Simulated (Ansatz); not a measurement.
Abridged output of a molecular run in Ansatz:

```
Functional definition: HF
1542 factors; integrals over basis functions are off by at most 1.1e-3 eV
mean field evaluation 1: about -51216.5149 eV, gradient 3.4e1 eV
mean field evaluation 2: about -51216.6599 eV, gradient 3.4e1 eV
mean field evaluation 4: about -51220.0140 eV, gradient 4.6e0 eV
mean field evaluation 8: about -51220.0773 eV, gradient 5.6e-1 eV
mean field evaluation 16: about -51220.0788 eV, gradient 2.6e-6 eV
mean field -51220.07880036 eV, -1882.3031776969 hartree, gradient 2.6e-6 eV, S^2 0.000000; 0 other end points of the search recorded, 0 dependent functions left out
12 core orbitals not correlated: weight in the atoms' cores, before any rotation towards them, 1.000 or more for the frozen orbitals, at most 0.000 for the correlated occupied ones
reference -51220.07880036 eV, -1882.3031776969 hartree; 15, 15 occupied and 228, 228 virtual orbitals, 1542 factors
second order -26.53262516 eV of doubles, -0.00000000 eV of singles
cycle   1  -25.56016646 eV  change    9.7e-1 eV  update   1.3e-1
cycle   2  -26.31484228 eV  change   -7.5e-1 eV  update   4.7e-2
cycle   3  -26.46811259 eV  change   -1.5e-1 eV  update   2.1e-2
cycle   4  -26.44089544 eV  change    2.7e-2 eV  update   5.4e-3
cycle   5  -26.43572431 eV  change    5.2e-3 eV  update   2.1e-3
cycle   6  -26.43651188 eV  change   -7.9e-4 eV  update   9.8e-4
cycle   7  -26.43599318 eV  change    5.2e-4 eV  update   4.1e-4
cycle   8  -26.43575748 eV  change    2.4e-4 eV  update   1.4e-4
cycle   9  -26.43582883 eV  change   -7.1e-5 eV  update   4.9e-5
cycle  10  -26.43584812 eV  change   -1.9e-5 eV  update   1.6e-5
perturbative correction -0.94615566 eV, -0.0347705793 hartree
Total energy: -51247.46080414 eV, -1883.3094477757 hartree
```

Its atoms:

Z-matrix (Å, degrees):
```
C
C 1 1.522
H 1 1.095 2 110.8
H 1 1.093 2 112.4 3 120.0
H 1 1.093 2 111.1 3 -118.9
B 2 1.570 1 117.8 3 70.1
H 2 1.094 1 111.0 3 -62.2
H 2 1.107 1 108.7 3 -176.2
Zn 6 2.362 2 105.3 1 -63.5
H 6 1.205 2 120.7 1 -164.1
H 6 1.207 2 119.8 1 34.2
```

Task: Which basis set was used?
A. def2-TZVPP
B. def2-SVPD
C. cc-pV(Q+d)Z
D. def2-QZVPP

Result: A. It gives 255 functions.

Task: Write the keys of the input that set method, charge and spin (a neutral closed shell needs none for the last two).

Result: 
```yaml
correlation: {method: ccsd_t, frozen_orbitals: {B: 1, C: 1, H: 0, Zn: 9}}
```
